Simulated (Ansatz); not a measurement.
Reaction (formal exchange of groups at a B–Cl bond): `ClBCl` + `CB[SiH3]` → `CB([SiH3])BCl` + HCl

Program: Ansatz. Geometries: PBE0-D4/def2-TZVP. ΔE: electronic, gas phase. CCSD(T)/CBS adds triple-zeta CCSD(T) − MP2 to the extrapolated MP2 energy (def2 sets, frozen cores). This one scheme is used for every species. Functionals use def2-TZVPP. B3LYP here is the variant with VWN-RPA as its local correlation; programs differ in this. Each species was taken in one conformer, which may not be the lowest.

```tsv
level	ΔE (kJ/mol)	difference from CCSD(T)/CBS
PBE-D4	83.0	-5.9
r2SCAN-D4	88.8	-0.1
PBE0-D4	85.2	-3.7
B3LYP-D4	87.3	-1.6
ωB97X-V	90.6	1.7
ωB97M-V	92.9	4.0
B2PLYP	95.3	6.4
PBE	87.3	-1.6
r2SCAN	90.4	1.5
PBE0	89.4	0.5
B3LYP	93.9	5.0
HF/def2-TZVPP	102.0	13.1
MP2/def2-TZVPP	96.7	7.8
SCS-MP2/def2-TZVPP	97.0	8.1
CCSD/def2-TZVPP	90.4	1.5
CCSD(T)/def2-TZVPP	90.0	1.1
HF/def2-QZVPP	101.7	12.8
MP2/def2-QZVPP	95.9	7.0
SCS-MP2/def2-QZVPP	96.2	7.3
HF/CBS(def2)	101.7	12.8
MP2/CBS(def2)	95.5	6.6
CCSD/CBS(def2)	89.3	0.4
CCSD(T)/CBS	88.9	0
```

Largest T1 diagnostic among the species: 0.013.

The D4 term adds −6.6 kJ/mol with B3LYP and −4.1 kJ/mol with PBE0; it sums over pairs of atoms, weighted by their polarisabilities, and B3LYP, whose exchange is more repulsive, gets the larger term. In def2-TZVPP, CCSD(T) changes the Hartree–Fock value by −12.0 kJ/mol (the triples alone add −0.4 kJ/mol) and MP2 by −5.4 kJ/mol.
